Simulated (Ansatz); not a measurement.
C3H10SSi can be A, `CC[SiH2]CS`, or B, `CC(C)S[SiH3]`.

Gas-phase electronic energies from Ansatz, PBE0-D4/def2-TZVP geometries. CCSD(T)/CBS is the MP2 limit (def2-TZVPP, def2-QZVPP) plus CCSD(T) − MP2 in def2-TZVPP, frozen cores. DFT in def2-TZVPP. B3LYP here is the variant with VWN-RPA as its local correlation; programs differ in this. Each species was taken in one conformer, which may not be the lowest.

Q: Which isomer does CCSD(T)/CBS put lower? Give the gap. (An estimate is asked.)

A: Computed: B, by 9.4 kcal/mol.

Q: Give E(B) − E(A) in kcal/mol with HF/def2-TZVPP, CCSD(T)/def2-TZVPP, CCSD/def2-TZVPP, B2PLYP, r2SCAN-D4, B3LYP-D4, B3LYP. (Best estimate.)

A: Computed: HF/def2-TZVPP -9.8, CCSD(T)/def2-TZVPP -9.1, CCSD/def2-TZVPP -8.7, B2PLYP -9.2, r2SCAN-D4 -9.3, B3LYP-D4 -8.8, B3LYP -8.6. None reverses the order clearly.

Largest T1 diagnostic: 0.010.
